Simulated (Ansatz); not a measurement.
`[NH2][Sn][O][SiH3]` → 5 H• + N• + O• + Si• + Sn•  (atomization)

Calculated with Ansatz (gas phase, PBE0-D4/def2-TZVP geometries, no zero-point term in ΔE). CCSD(T)/CBS is the MP2 limit (def2-TZVPP, def2-QZVPP) plus CCSD(T) − MP2 in def2-TZVPP, frozen cores. This one scheme is used for every species, atoms too. DFT in def2-TZVPP. Open shells (•) are unrestricted, without spin–orbit coupling. Spin–orbit coupling would lower the free atoms: a little for O, Si; strongly for Sn. Elements past krypton have def2 core potentials. Bonds to Sn are less sure, by a few kJ/mol each and by 10 to 20 or more in all where they break to atoms, as the def2 sets lack core-valence functions. One conformer a species, not always the lowest.

`[NH2][Sn][O][SiH3]`:

```xyz
9

N     0.801    1.892    0.129
Sn   -0.763    1.565    1.350
O    -1.049   -0.318    0.776
Si   -0.505   -1.487   -0.211
H     1.184    1.203   -0.503
H     1.304    2.764    0.074
H     0.670   -1.036   -1.020
H    -1.568   -1.906   -1.166
H    -0.075   -2.678    0.572
```

```json
{"level": "r2SCAN", "ΔE (kJ/mol)": "2907.8"}
{"level": "CAM-B3LYP", "ΔE (kJ/mol)": "2928.8"}
{"level": "MP2/def2-SVP", "ΔE (kJ/mol)": "2681.1"}
{"level": "CCSD(T)/def2-TZVPP", "ΔE (kJ/mol)": "2841.2"}
```

(1) What does CCSD(T)/CBS give? (Estimate.)

Largest T1 diagnostic among the species: 0.016.

## Answers

(1) The calculation gave: +2953.1 kJ/mol. The listed levels differ from it by -45.3, -24.3, -272.0, -111.9 kJ/mol.

The D4 term adds +34.7 kJ/mol with B3LYP and +18.2 kJ/mol with PBE0; it sums over pairs of atoms, weighted by their polarisabilities, and B3LYP, whose exchange is more repulsive, gets the larger term. From BLYP to BHLYP (50 % exact exchange), in def2-TZVPP and without D4, ΔE moves by −97.2 kJ/mol: exact exchange takes away binding that semilocal exchange gives to molecules.

B3LYP here is the variant with VWN-RPA as its local correlation; programs differ in this.

For atomizations the MP2-based limit and the directly extrapolated one differ by several kJ/mol either way, and by 10 to 25 for some Ge, Se and Sn compounds, so smaller differences from it don't rank the levels.
